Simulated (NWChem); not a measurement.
The numbers come from NWChem runs, not from measurements. System: C3H7NSi, charge 0, spin multiplicity 1, at a geometry optimised with B3LYP/def2-SVP. The structure started from a generated list of species. Level: BHandHLYP/def2-SVP.

Part of the output:

```
             Northwest Computational Chemistry Package (NWChem) 7.3.0
             --------------------------------------------------------

                                NWChem Input Module
                                -------------------

 Scaling coordinates for geometry "geometry" by  1.889725989
 (inverse scale =  0.529177249)

 Turning off AUTOSYM since
 SYMMETRY directive was detected!

                             Geometry "geometry" -> ""
                             -------------------------

 Output coordinates in angstroms (scale by  1.889725989 to convert to a.u.)

  No.       Tag          Charge          X              Y              Z
 ---- ---------------- ---------- -------------- -------------- --------------
    1 C                    6.0000     0.27872100     2.15674700     0.00000000
    2 C                    6.0000     0.18987300     0.82686500     0.00000000
    3 C                    6.0000     1.30910000    -0.22774700     0.00000000
    4 N                    7.0000     0.43815900    -1.41252700     0.00000000
    5 Si                  14.0000    -1.08243800    -0.57159700     0.00000000
    6 H                    1.0000    -0.61149600     2.79395700     0.00000000
    7 H                    1.0000     1.24644200     2.67469300     0.00000000
    8 H                    1.0000     1.96145100    -0.14984400     0.89399600
    9 H                    1.0000     1.96145100    -0.14984400    -0.89399600
   10 H                    1.0000     0.80307400    -2.35474900     0.00000000
   11 H                    1.0000    -1.97003200    -0.72967400    -1.19661400
   12 H                    1.0000    -1.97003200    -0.72967400     1.19661400

 Effective nuclear repulsion energy (a.u.)     217.9934315774

            Nuclear Dipole moment (a.u.)
            ----------------------------
        X                 Y               Z
 ---------------- ---------------- ----------------
     0.0000056692     0.0000151178     0.0000000000

      Symmetry information
      --------------------

 Group name             Cs
 Group number              2
 Group order               2
 No. of unique centers    10

      Symmetry unique atoms

     1    2    3    4    5    6    7    8   10   11


 Summary of "ao basis" -> "" (spherical)
 ------------------------------------------------------------------------------
       Tag                 Description            Shells   Functions and Types
 ---------------- ------------------------------  ------  ---------------------
 *                          def2-svp                  on all atoms

                                 NWChem DFT Module
                                 -----------------

 Summary of "ao basis" -> "ao basis" (spherical)
 ------------------------------------------------------------------------------
       Tag                 Description            Shells   Functions and Types
 ---------------- ------------------------------  ------  ---------------------
 C                          def2-svp                 6       14   3s2p1d
 N                          def2-svp                 6       14   3s2p1d
 Si                         def2-svp                 8       18   4s3p1d
 H                          def2-svp                 3        5   2s1p

 Summary of "ao basis" -> "ao basis" (spherical)
 ------------------------------------------------------------------------------
       Tag                 Description            Shells   Functions and Types
 ---------------- ------------------------------  ------  ---------------------
 C                          def2-svp                 6       14   3s2p1d
 N                          def2-svp                 6       14   3s2p1d
 Si                         def2-svp                 8       18   4s3p1d
 H                          def2-svp                 3        5   2s1p

      Symmetry analysis of basis
      --------------------------

        a'         75
        a"         34

            General Information
            -------------------
          SCF calculation type: DFT
          Wavefunction type:  closed shell.
          No. of atoms     :    12
          No. of electrons :    46
           Alpha electrons :    23
[...]
     6 a'          7 a'          8 a"          9 a'         10 a'
    11 a'         12 a'         13 a'         14 a'         15 a'
    16 a"         17 a'         18 a'         19 a'         20 a"
    21 a"         22 a'         23 a"         24 a"         25 a'
    26 a'         27 a'         28 a'         29 a'         30 a'
    31 a'         32 a"         33 a'

------------------------------------------------------------
EAF file 0: "./mol.aoints.0" size=524288 bytes
------------------------------------------------------------
               write      read    awrite     aread      wait
               -----      ----    ------     -----      ----
     calls:        1         0         0         0         0
   data(b): 5.24e+05  0.00e+00  0.00e+00  0.00e+00
   time(s): 0.00e+00  0.00e+00  0.00e+00  0.00e+00  0.00e+00
rate(mb/s): 0.00e+00  0.00e+00
------------------------------------------------------------

   convergence    iter        energy       DeltaE   RMS-Dens  Diis-err    time
 ---------------- ----- ----------------- --------- --------- ---------  ------
 d= 0,ls=0.0,diis     1   -462.3514231738 -6.80D+02  1.01D-02  3.68D-01     2.4
 d= 0,ls=0.0,diis     2   -462.3922938054 -4.09D-02  2.81D-03  1.30D-01     2.9
 d= 0,ls=0.0,diis     3   -462.4046006070 -1.23D-02  1.00D-03  2.34D-02     3.4
 d= 0,ls=0.0,diis     4   -462.4071042094 -2.50D-03  2.03D-04  4.87D-04     3.9
 d= 0,ls=0.0,diis     5   -462.4071643276 -6.01D-05  5.97D-05  5.31D-05     4.5
  Resetting Diis
 d= 0,ls=0.0,diis     6   -462.4071710076 -6.68D-06  1.66D-05  4.10D-06     5.1
 d= 0,ls=0.0,diis     7   -462.4071715069 -4.99D-07  1.01D-05  6.59D-07     5.6
 d= 0,ls=0.0,diis     8   -462.4071714650  4.19D-08  5.78D-06  9.57D-07     6.2

         Total DFT energy =     -462.407171464998
      One electron energy =    -1066.318691432679
           Coulomb energy =      432.523105682959
    Exchange-Corr. energy =      -46.605017292697
 Nuclear repulsion energy =      217.993431577418

 Numeric. integr. density =       46.000004347874

     Total iterative time =      5.7s

                  Occupations of the irreducible representations
                  ----------------------------------------------

                     irrep           alpha         beta
                     --------     --------     --------
                     a'               18.0         18.0
                     a"                5.0          5.0

                       DFT Final Molecular Orbital Analysis
                       ------------------------------------

 Vector   21  Occ=2.000000D+00  E=-3.420896D-01  Symmetry=a'
              MO Center= -4.9D-02,  5.1D-01, -1.3D-15, r^2= 3.3D+00
   Bfn.  Coefficient  Atom+Function         Bfn.  Coefficient  Atom+Function
  ----- ------------  ---------------      ----- ------------  ---------------
    18      0.377758   2 C  px               32     -0.233441   3 C  px
    21      0.214437   2 C  px               65     -0.178835   5 Si py
    80     -0.171125   7 H  s                64     -0.166050   5 Si px
    35     -0.157259   3 C  px               31      0.155283   3 C  s
     4     -0.146501   1 C  px               75      0.146427   6 H  s

 Vector   22  Occ=2.000000D+00  E=-3.125334D-01  Symmetry=a"
              MO Center=  2.7D-01,  1.1D+00, -3.8D-16, r^2= 2.6D+00
   Bfn.  Coefficient  Atom+Function         Bfn.  Coefficient  Atom+Function
  ----- ------------  ---------------      ----- ------------  ---------------
     6      0.380216   1 C  pz               20      0.360093   2 C  pz
    23      0.275904   2 C  pz                9      0.267096   1 C  pz
    48      0.233540   4 N  pz               51     -0.202702   4 N  pz
    37     -0.049751   3 C  pz               34     -0.047233   3 C  pz
    71      0.037553   5 Si d -1             85     -0.036646   8 H  s

 Vector   23  Occ=2.000000D+00  E=-2.851419D-01  Symmetry=a"
              MO Center=  3.0D-01, -8.5D-01, -1.6D-15, r^2= 3.1D+00
   Bfn.  Coefficient  Atom+Function         Bfn.  Coefficient  Atom+Function
  ----- ------------  ---------------      ----- ------------  ---------------
    48      0.474125   4 N  pz               51     -0.412612   4 N  pz
    85      0.190588   8 H  s                90     -0.190588   9 H  s
   101     -0.190880  11 H  s               106      0.190880  12 H  s
    34      0.155333   3 C  pz              100     -0.143160  11 H  s
   105      0.143160  12 H  s                86      0.134904   8 H  s

 Vector   24  Occ=0.000000D+00  E= 3.875476D-02  Symmetry=a"
              MO Center=  1.6D-01,  1.1D+00,  3.8D-15, r^2= 3.3D+00
   Bfn.  Coefficient  Atom+Function         Bfn.  Coefficient  Atom+Function
  ----- ------------  ---------------      ----- ------------  ---------------
     9      0.599704   1 C  pz               23     -0.520501   2 C  pz
     6      0.371069   1 C  pz               20     -0.345100   2 C  pz
    69     -0.329722   5 Si pz               86      0.286726   8 H  s
    91     -0.286726   9 H  s               101     -0.278811  11 H  s
   106      0.278811  12 H  s                51      0.170642   4 N  pz

 Vector   25  Occ=0.000000D+00  E= 5.161066D-02  Symmetry=a'
              MO Center= -1.1D+00, -5.9D-01,  7.0D-16, r^2= 4.5D+00
   Bfn.  Coefficient  Atom+Function         Bfn.  Coefficient  Atom+Function
  ----- ------------  ---------------      ----- ------------  ---------------
    68     -1.073635   5 Si py               17      1.015343   2 C  s
    45     -0.821346   4 N  s                96      0.343237  10 H  s
    76     -0.326200   6 H  s                36     -0.273640   3 C  py
     8      0.266496   1 C  py               60     -0.217702   5 Si s
    21     -0.206940   2 C  px               65     -0.181976   5 Si py

 Vector   26  Occ=0.000000D+00  E= 1.063743D-01  Symmetry=a'
              MO Center=  3.8D-01, -6.0D-01,  4.2D-15, r^2= 7.1D+00
   Bfn.  Coefficient  Atom+Function         Bfn.  Coefficient  Atom+Function
  ----- ------------  ---------------      ----- ------------  ---------------
    31      1.857351   3 C  s                67     -1.265554   5 Si px
    86     -0.955722   8 H  s                91     -0.955722   9 H  s
   101     -0.628981  11 H  s               106     -0.628981  12 H  s
    45      0.593134   4 N  s                96     -0.507354  10 H  s
    21     -0.496214   2 C  px               68     -0.463703   5 Si py

 center of mass
 --------------
 x =  -0.03074364 y =  -0.02967650 z =   0.00000000

 moments of inertia (a.u.)
 ------------------
         457.045381834962         -57.774699798627           0.000000000000
         -57.774699798627         285.837709610441           0.000000000000
           0.000000000000           0.000000000000         710.763905138340

     Multipole analysis of the density
     ---------------------------------

     L   x y z        total         alpha         beta         nuclear
     -   - - -        -----         -----         ----         -------
     0   0 0 0     -0.000000    -23.000000    -23.000000     46.000000

     1   1 0 0      0.258983      0.129489      0.129489      0.000006
     1   0 1 0     -0.145644     -0.072830     -0.072830      0.000015
     1   0 0 1      0.000000      0.000000      0.000000      0.000000

     2   2 0 0    -27.767684    -97.341894    -97.341894    166.916104
     2   1 1 0     -0.813759    -16.674957    -16.674957     32.536154
     2   1 0 1     -0.000000     -0.000000     -0.000000      0.000000
     2   0 2 0    -25.608364   -142.216552   -142.216552    258.824741
     2   0 1 1     -0.000000     -0.000000     -0.000000      0.000000
     2   0 0 2    -30.927823    -23.431363    -23.431363     15.934903

 Task  times  cpu:        6.2s     wall:        6.2s

 Total times  cpu:        6.2s     wall:        6.2s
```

Write an NWChem input that would produce this output.

Several could match; the one computed here: 
```
start mol
memory heap 200 mb stack 800 mb global 1000 mb
geometry units angstroms nocenter noautoz
  C      0.278721     2.156747     0.000000
  C      0.189873     0.826865     0.000000
  C      1.309100    -0.227747     0.000000
  N      0.438159    -1.412527     0.000000
  Si    -1.082438    -0.571597     0.000000
  H     -0.611496     2.793957     0.000000
  H      1.246442     2.674693     0.000000
  H      1.961451    -0.149844     0.893996
  H      1.961451    -0.149844    -0.893996
  H      0.803074    -2.354749     0.000000
  H     -1.970032    -0.729674    -1.196614
  H     -1.970032    -0.729674     1.196614
  symmetry group Cs
end
basis spherical
  * library def2-svp
end
dft
  xc bhlyp
  semidirect memsize 60000000 filesize 0
  iterations 100
end
task dft energy
```
